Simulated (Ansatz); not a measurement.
This Ansatz (a first-principles code) input (CCSD(T)/def2-QZVPP) gives -100.37274 Eh with 87 basis functions. A basis named .json is the Basis Set Exchange file of that set (core-valence sets with the plain set on hydrogen).

Ansatz 0.2 input:
```yaml
crystal:
  periodic: [false, false, false]
  atoms:
    - {symbol: F, position_ang: [-2.91376222, -1.34110857, -0.62214102]}
    - {symbol: H, position_ang: [-2.05878823, -0.93960787, -0.43875927]}
basis:
  gaussian:
    orbitals: def2-QZVPP.json
magnetization: {spin_polarized: false}
correlation: {method: ccsd_t, electrons: outside_noble_gas}
```

Change:
```diff
- orbitals: def2-QZVPP.json
+ orbitals: def2-SV_P_.json
```

### Question
What does the run give now?

### Answer
-100.11685 Eh (CCSD(T)/def2-SV(P), 16 functions), a change of +255.89 mEh.
